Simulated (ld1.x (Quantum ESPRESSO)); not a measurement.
# Cu, TM: configuration errors across variants

ld1.x (Quantum ESPRESSO) 7.5 input, shortened:

```
&input
   title='Cu', zed=29., rel=1, dft='REVPBE', iswitch=3,
   config='[Ar] 3d10 4s1 4p0'
 /
 &inputp
   pseudotype=2, tm=.true., lloc=-2, rcloc=0.80,
   nlcc=.false.
 /
3
3S  1  0   2.00   0.00  1.10  1.10  0.0
3P  2  1   6.00   0.00  0.65  0.65  0.0
3D  3  2  10.00   0.00  1.20  1.20  0.0
 &test
   configts(1)='3s2 3p6 3d10 4s1 4p0'
 /
```

Occupied shells without a wave of their own: 4s. They enter only through the test configuration that unscreens the potential.

All-electron excitation energies from the reference (eV): (1) 3s2 3p6 3d10 4s0 4p0 8.012; (2) 3s2 3p6 3d9 4s0 4p0 29.217; (3) 3s2 3p6 3d8 4s0 4p0 68.117; (4) 3s2 3p6 3d10 4s0 4p1 4.086; (5) 3s2 3p6 3d9 4s1 4p0 11.489; (6) 3s2 3p6 3d9 4s2 4p0 1.989; (7) 3s2 3p6 3d9 4s1 4p1 6.801.

For the base: The 4s level has no wave, so the channel is fitted at the deeper level alone: the likely source of the large errors.

1 further variants failed, have other tests or too few solved ones, and are left out.

A true bound ghost makes a file unfit for plane-wave use even where its test errors are small: the radial tests pick states by their node count and pass the ghost by.

The file “all radii scaled by about 1.32 (s 1.44, p 0.86, d 1.58 bohr); local potential all-electron potential smoothed inside 1.04 bohr (lloc = -2)” misses its own reference levels by 1.0 eV.

Errors AE − PS in meV (a dash: test not solved or not reliable):

```csv
change,(1),(2),(3),(4),(5),(6),(7),bound ghosts
base,-275,-456,-685,-223,-5.0,+271,+10,none
"all radii scaled by about 0.77 (s 0.84, p 0.50, d 0.92 bohr); local potential all-electron potential smoothed inside 0.60 bohr (lloc = -2)",-193,-318,-471,-152,-0.9,+192,+17,not determined
"all radii scaled by about 0.83 (s 0.92, p 0.54, d 1.00 bohr); local potential all-electron potential smoothed inside 0.68 bohr (lloc = -2)",-199,-328,-490,-159,-2.3,+197,+12,none
"all radii scaled by about 0.96 (s 1.06, p 0.62, d 1.16 bohr); local potential all-electron potential smoothed inside 0.76 bohr (lloc = -2)",-269,-445,-673,-249,-5.1,+264,-43,p
"all radii scaled by about 1.13 (s 1.24, p 0.74, d 1.36 bohr); local potential all-electron potential smoothed inside 0.90 bohr (lloc = -2)",-192,-328,-497,-159,-4.7,+193,+0.6,none
"all radii scaled by about 1.32 (s 1.44, p 0.86, d 1.58 bohr); local potential all-electron potential smoothed inside 1.04 bohr (lloc = -2)",-1381,-2213,-3199,-1171,-34,+1326,-0.4,none
```

Task: Give the same row for: all radii scaled by about 1.38 (s 1.52, p 0.90, d 1.66 bohr); local potential all-electron potential smoothed inside 1.10 bohr (lloc = -2).

Result: -722, -1188, -1705, -622, -17, +709, -21; bound ghosts: none.
